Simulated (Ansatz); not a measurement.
Ansatz (a program for electronic structure) input for tert-butylarsine (C₄H₁₁As), SMILES CC(C)(C)[AsH2], PBE-D3(BJ)/def2-SVP. 

Ansatz 0.2 input:
```yaml
crystal:
  periodic: [false, false, false]
  atoms:
    - {symbol: C, position_ang: [-0.81736890, 1.29642225, 1.23290382]}
    - {symbol: C, position_ang: [-0.73271265, 0.03505630, 0.38287897]}
    - {symbol: C, position_ang: [-0.88160635, -1.19788899, 1.27050609]}
    - {symbol: C, position_ang: [-1.83781881, 0.04596130, -0.67012026]}
    - {symbol: As, position_ang: [1.04065070, -0.09600462, -0.57434143]}
    - {symbol: H, position_ang: [-1.77932226, 1.35213870, 1.74427316]}
    - {symbol: H, position_ang: [-0.70984058, 2.18668836, 0.61232783]}
    - {symbol: H, position_ang: [-0.02995896, 1.30565489, 1.98732511]}
    - {symbol: H, position_ang: [-0.82210751, -2.10924473, 0.67254783]}
    - {symbol: H, position_ang: [-1.84093649, -1.19150917, 1.78875014]}
    - {symbol: H, position_ang: [-0.08790128, -1.22682928, 2.01897398]}
    - {symbol: H, position_ang: [-1.78599693, -0.85224835, -1.28831406]}
    - {symbol: H, position_ang: [-1.73578271, 0.91603778, -1.32089593]}
    - {symbol: H, position_ang: [-2.82198458, 0.08184048, -0.20197052]}
    - {symbol: H, position_ang: [1.04349631, 1.34783530, -0.99583183]}
    - {symbol: H, position_ang: [1.84590216, 0.28048308, 0.63906994]}
basis:
  gaussian:
    orbitals: def2-SVP
hamiltonian:
  xc: pbe
  dispersion: d3bj
relax: {f_tol: 0.002, max_steps: 200}
```

Log of the run:

```
WARN ansatz: RAYON_NUM_THREADS=2 ignored (pool sized by the plan → 2); use --threads N
Functional definition: PBE
integrals: 0.10 GiB planned
1633 factors; their error is unknown
mean field: 0.55 GiB planned
mean field evaluation 1: about -65127.5506 eV, gradient 7.7e1 eV
mean field evaluation 2: about -65089.1802 eV, gradient 1.4e2 eV
mean field evaluation 4: about -65142.3536 eV, gradient 1.3e1 eV
mean field evaluation 8: about -65142.7310 eV, gradient 4.3e-1 eV
mean field evaluation 16: about -65142.6489 eV, gradient 2.9e-3 eV
mean field -65142.64892639 eV, -2393.9481927714 hartree, gradient 3.1e-5 eV, S^2 0.000000; 0 other end points of the search recorded, 0 dependent functions left out
the calculation of the forces begins
reference -65142.64896024 eV, -2393.9481940156 hartree; 34, 34 occupied and 109, 109 virtual orbitals, 1633 factors
relax step   1: F+E_penalty+E_count = -65143.05812405 eV  Δ(F+E_penalty+E_count) = +0.000e0 eV  max|allowed force component| = 7.385e-1 eV/Å  Δτ_max = 0.0000 Å  (30 SCF iters, accepted)
these checks for a lower state are left out or cut short: starts, cluster_reference, orbital_swaps, neighbouring_geometries, increment
integrals: 0.10 GiB planned
1633 factors; their error is unknown
mean field: 0.55 GiB planned
mean field -65142.75032586 eV, -2393.9519191334 hartree, gradient 1.7e-5 eV, S^2 0.000000; 0 other end points of the search recorded, 0 dependent functions left out
the calculation of the forces begins
reference -65142.75035999 eV, -2393.9519203876 hartree; 34, 34 occupied and 109, 109 virtual orbitals, 1633 factors
relax step   2: F+E_penalty+E_count = -65143.15559634 eV  Δ(F+E_penalty+E_count) = -9.747e-2 eV  max|allowed force component| = 2.293e-1 eV/Å  Δτ_max = 0.0682 Å  (30 SCF iters, accepted)
these checks for a lower state are left out or cut short: starts, cluster_reference, orbital_swaps, neighbouring_geometries, increment
integrals: 0.10 GiB planned
1633 factors; their error is unknown
mean field: 0.55 GiB planned
mean field evaluation 32: about -65142.7614 eV, gradient 1.6e-3 eV
mean field -65142.76135242 eV, -2393.9523243520 hartree, gradient 1.8e-5 eV, S^2 0.000000; 0 other end points of the search recorded, 0 dependent functions left out
the calculation of the forces begins
reference -65142.76138663 eV, -2393.9523256090 hartree; 34, 34 occupied and 109, 109 virtual orbitals, 1633 factors
relax step   3: F+E_penalty+E_count = -65143.16477921 eV  Δ(F+E_penalty+E_count) = -9.183e-3 eV  max|allowed force component| = 5.144e-2 eV/Å  Δτ_max = 0.0406 Å  (30 SCF iters, accepted)
these checks for a lower state are left out or cut short: starts, cluster_reference, orbital_swaps, neighbouring_geometries, increment
integrals: 0.10 GiB planned
1633 factors; their error is unknown
mean field: 0.55 GiB planned
mean field -65142.76146467 eV, -2393.9523284770 hartree, gradient 1.8e-5 eV, S^2 0.000000; 0 other end points of the search recorded, 0 dependent functions left out
the calculation of the forces begins
reference -65142.76149887 eV, -2393.9523297340 hartree; 34, 34 occupied and 109, 109 virtual orbitals, 1633 factors
relax step   4: F+E_penalty+E_count = -65143.16520676 eV  Δ(F+E_penalty+E_count) = -4.275e-4 eV  max|allowed force component| = 1.662e-2 eV/Å  Δτ_max = 0.0106 Å  (31 SCF iters, accepted)
these checks for a lower state are left out or cut short: starts, cluster_reference, orbital_swaps, neighbouring_geometries, increment
integrals: 0.10 GiB planned
1633 factors; their error is unknown
mean field: 0.55 GiB planned
mean field -65142.76148279 eV, -2393.9523291430 hartree, gradient 2.4e-5 eV, S^2 0.000000; 0 other end points of the search recorded, 0 dependent functions left out
the calculation of the forces begins
reference -65142.76151699 eV, -2393.9523303998 hartree; 34, 34 occupied and 109, 109 virtual orbitals, 1633 factors
relax step   5: F+E_penalty+E_count = -65143.16522930 eV  Δ(F+E_penalty+E_count) = -2.254e-5 eV  max|allowed force component| = 7.410e-3 eV/Å  Δτ_max = 0.0015 Å  (22 SCF iters, accepted)
these checks for a lower state are left out or cut short: starts, cluster_reference, orbital_swaps, neighbouring_geometries, increment
integrals: 0.10 GiB planned
1633 factors; their error is unknown
mean field: 0.55 GiB planned
mean field -65142.76151854 eV, -2393.9523304566 hartree, gradient 7.7e-6 eV, S^2 0.000000; 0 other end points of the search recorded, 0 dependent functions left out
the calculation of the forces begins
reference -65142.76155274 eV, -2393.9523317135 hartree; 34, 34 occupied and 109, 109 virtual orbitals, 1633 factors
relax step   6: F+E_penalty+E_count = -65143.16523763 eV  Δ(F+E_penalty+E_count) = -8.334e-6 eV  max|allowed force component| = 8.692e-3 eV/Å  Δτ_max = 0.0043 Å  (23 SCF iters, accepted)
these checks for a lower state are left out or cut short: starts, cluster_reference, orbital_swaps, neighbouring_geometries, increment
integrals: 0.10 GiB planned
1633 factors; their error is unknown
mean field: 0.55 GiB planned
mean field -65142.76149880 eV, -2393.9523297313 hartree, gradient 1.7e-5 eV, S^2 0.000000; 0 other end points of the search recorded, 0 dependent functions left out
the calculation of the forces begins
reference -65142.76153300 eV, -2393.9523309881 hartree; 34, 34 occupied and 109, 109 virtual orbitals, 1633 factors
relax step   7: F+E_penalty+E_count = -65143.16524280 eV  Δ(F+E_penalty+E_count) = -5.172e-6 eV  max|allowed force component| = 3.424e-4 eV/Å  Δτ_max = 0.0020 Å  (22 SCF iters, accepted)
integrals: 0.10 GiB planned
1633 factors; their error is unknown
mean field: 0.55 GiB planned
mean field evaluation 64: about -65141.5470 eV, gradient 2.2e1 eV
mean field -65142.76149880 eV, -2393.9523297313 hartree, gradient 1.7e-5 eV, S^2 0.000000; 1 other end points of the search recorded, 0 dependent functions left out
the calculation of the forces begins
reference -65142.76153300 eV, -2393.9523309881 hartree; 34, 34 occupied and 109, 109 virtual orbitals, 1633 factors
Total energy: -65143.16527700 eV, -2393.9671683066 hartree
Atom 0 at    -0.817368     1.311471     1.244645 Å, force    -0.000233    -0.000256     0.000047 eV/Å
Atom 1 at    -0.740751     0.041085     0.391899 Å, force    -0.000010     0.000155     0.000090 eV/Å
Atom 2 at    -0.870056    -1.209122     1.274530 Å, force    -0.000019     0.000078    -0.000072 eV/Å
Atom 3 at    -1.834466     0.048941    -0.686302 Å, force     0.000267     0.000027    -0.000150 eV/Å
Atom 4 at     1.039238    -0.110275    -0.580509 Å, force    -0.000259    -0.000060     0.000268 eV/Å
Atom 5 at    -1.801274     1.365800     1.763644 Å, force     0.000195     0.000048    -0.000059 eV/Å
Atom 6 at    -0.712624     2.226815     0.627970 Å, force     0.000043     0.000001     0.000013 eV/Å
Atom 7 at    -0.026838     1.332714     2.021646 Å, force    -0.000091    -0.000013     0.000108 eV/Å
Atom 8 at    -0.803673    -2.143907     0.680672 Å, force    -0.000129    -0.000095     0.000083 eV/Å
Atom 9 at    -1.854650    -1.210802     1.791948 Å, force     0.000174     0.000096    -0.000129 eV/Å
Atom 10 at    -0.083896    -1.243727     2.056727 Å, force    -0.000096    -0.000119     0.000068 eV/Å
Atom 11 at    -1.791440    -0.856300    -1.326282 Å, force    -0.000047     0.000072    -0.000033 eV/Å
Atom 12 at    -1.756433     0.938223    -1.345219 Å, force    -0.000125     0.000029     0.000053 eV/Å
Atom 13 at    -2.839420     0.074607    -0.210314 Å, force     0.000342    -0.000072     0.000044 eV/Å
Atom 14 at     1.048823     1.356359    -1.060910 Å, force    -0.000107    -0.000056    -0.000246 eV/Å
Atom 15 at     1.891539     0.252509     0.653938 Å, force     0.000095     0.000164    -0.000084 eV/Å
Dipole moment:    -0.171372     0.055442     0.119914 e Å
```

Self-consistency was reached.
